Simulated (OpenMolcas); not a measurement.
Ar3+.

| Item | Value |
| --- | --- |
| Program | OpenMolcas 26.06 |
| Basis | ANO-RCC [8s7p5d4f2g] |
| Scalar Hamiltonian | DKH2, point nucleus |
| Active space | 5 electrons in 9 orbitals (RAS2 3s 3p; RAS3 3d, at most 2 electrons) |
| State averaging | 2S+1 = 4 odd, 1 root; 2S+1 = 2 odd, 11 roots; 2S+1 = 4 even, 3 roots; 2S+1 = 2 even, 9 roots |
| Spin-orbit coupling | state interaction with AMFI integrals over the reference wave functions, term energies averaged over their components |

Two sets of levels on these reference wave functions, in eV above 3s2 3p3 4S* 3/2: one from RASSCF and one from MS-RASPT2, IPEA 0.25 Eh, imaginary shift 0.1 Eh (closed shells correlated: 2s 2p).

```csv
Level,Set 1,Set 2
3s2 3p3 4S* 3/2,0.0000,0.0000
3s2 3p3 2D* 3/2,2.637,3.117
3s2 3p3 2D* 5/2,2.650,3.130
3s2 3p3 2P* 1/2,4.370,4.877
3s2 3p3 2P* 3/2,4.385,4.890
3s 3p4 4P 5/2,14.648,14.585
3s 3p4 4P 3/2,14.754,14.691
3s 3p4 4P 1/2,14.815,14.752
3s 3p4 2D 3/2,18.361,18.700
3s 3p4 2D 5/2,18.366,18.705
```

Problem. Which set is which?

Solution. Set 1 is MS-RASPT2. Its levels of the other terms of 3s2 3p3 lie at 0.85 to 0.90 of the other set's values, as expected, since terms of lower spin or lower L gain more correlation energy than the Hund ground term. Against 9 measured levels (Saloman, J. Phys. Chem. Ref. Data 39, 033101 (2010)) the mean absolute deviation is 760 cm-1 with it and 3000 cm-1 without; single levels miss by up to 2200 cm-1 with it.

CASPT2 does not keep the components of a term degenerate, so their means are used; among the terms shown or strongly mixed into the levels shown the widest spread is 140 cm-1 (3s 3p4 2D, MS-RASPT2). The run also gave levels led by 3s2 3p2 3d, which use shells meant for correlation; these and all levels above them are left out. Some terms mix strongly with configurations of 3d, whose occupation reaches 0.29 (3s 3p4 4P, 3s 3p4 2D). Computed and measured levels are paired by configuration, term and J; levels that our copy of the source lacks, or whose pairing is in doubt (as where it misses far off the trend of its configuration), stay unpaired and out of the deviations. Levels of configurations outside the active space are missing. Levels that lie high or do not pair safely by name in every column are left out.

* marks odd parity.
